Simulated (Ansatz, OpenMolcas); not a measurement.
**Predicting a hybrid from its neighbours: C2H2Cl2Sn**

The species is C2H2Cl2Sn (7 atoms), meant as a singlet with charge 0. SMILES: `C#[C][SnH]([Cl])[Cl]`. The shape is that of a PBE0-D4/def2-TZVP optimisation.

The vertical ionisation energy (to the doublet cation) y, in eV, basis def2-SVP with a core potential; a is the functional's share of exact exchange. Programs: Ansatz 0.2.0, OpenMolcas 26.06.

| functional | program | a | y (eV) |
| --- | --- | --- | --- |
| r2SCAN | OpenMolcas | 0 | 10.47 |
| revPBE | Ansatz | 0 | 10.13 |
| B3LYP | Ansatz | 0.2 | 10.58 |
| PBE0 | Ansatz | 0.25 | ? |
| BHLYP | Ansatz | 0.5 | 10.94 |

Problem. Fit y = c + s·a to the known rows and predict PBE0.

Solution. 
1. Means of the 4 rows: a = 0.1750, y = 10.530.
2. Σ(Δa)² = 0.1675, Σ(Δa·Δy) = 0.215, so the slope is 0.215/0.1675 = 1.2836.
3. Intercept: 10.530 − (1.2836) × 0.1750 = 10.305. The largest residual of the fit is 0.18.
4. PBE0: 10.305 + (1.2836) × 0.25 = 10.63 eV.

The run gave 10.77 eV, so the prediction is off by -0.14 eV, within the largest residual. The rows mix families of semi-local functionals, which the line can't see. Spin-orbit coupling is left out.
